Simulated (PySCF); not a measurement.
Species: C7H8F2Si.
Numbering: `[CH3:1][C@H:2]1[SiH2:3][CH:4]=[C:5]1[C:6]#[C:7][CH:8]([F:9])[F:10]`

Geometry (GFN2-xTB, Å), atoms numbered from 1 in this order:
```xyz
18
C7H8F2Si angstrom
C     -1.716    1.201    0.243
C     -1.335   -0.242    0.536
Si    -2.317   -1.662   -0.348
C     -0.539   -1.752   -0.978
C     -0.115   -0.712   -0.234
C      1.153   -0.128   -0.139
C      2.242    0.382   -0.048
C      3.535    1.024    0.090
F      3.975    0.981    1.377
F      3.474    2.342   -0.243
H     -1.875    1.347   -0.824
H     -0.926    1.881    0.563
H     -2.631    1.467    0.768
H     -1.187   -0.359    1.613
H     -2.782   -2.759    0.497
H     -3.333   -1.217   -1.297
H      0.059   -2.344   -1.652
H      4.309    0.556   -0.543
```

NICS is the negative of the GIAO shielding at a point without a nucleus: at the ring centre (0) and 1 Å above and below it (1); zz is the component along the ring normal. Level: GIAO PBE0/pcSseg-1 (PySCF, non-relativistic, gas phase) on the GFN2-xTB geometry, one conformer.

Ring bond lengths (Å), with Mayer bond orders in brackets: C2–Si3 1.940 (0.88), Si3–C4 1.889 (0.93), C4–C5 1.347 (1.73), C5–C2 1.517 (0.97).

Problem. What do the NICS probes read (ppm)?

Solution. 
```
        ring                                                      type  NICS(0)  NICS(1), two faces  NICS(1)zz, two faces  rms pucker (Å)  centre to ring atoms, mean (Å)
C2–Si3–C4–C5  4-membered ring with Si; formal bonds 1 double, 3 single      0.4         -2.5 / -2.2             2.4 / 3.7            0.00                            1.18
```

Problem. What do they say, and how far can they be read as aromaticity?

Solution. 
- C2–Si3–C4–C5: mean NICS(1)zz 3.0 ppm, deshielded. C2, Si3 have four or more neighbours; no verdict on aromaticity is drawn.

Problem. At the first NICS(1) probe listed for ring C2–Si3–C4–C5, 1 Å off the ring, what do the in-plane components average?

Solution. The isotropic value is a third of the trace: (3 × -2.5 − (2.4))/2 = -5.0 ppm.

Problem. List the ring angles and the Hirshfeld charges of the ring atoms.

Solution. 
- C2–Si3–C4–C5: C2 87.1° (-0.102 e), Si3 73.1° (+0.349 e), C4 94.3° (-0.129 e), C5 105.5° (+0.015 e); sum 360.0° against 360° for a flat convex ring.

Time: 78 s; peak memory 0.96 GiB. Hardware: one thread, Arm Neoverse N1 (aarch64), no GPU, on a shared host. This is the whole shielding run at PBE0/pcSseg-1, SCF included.
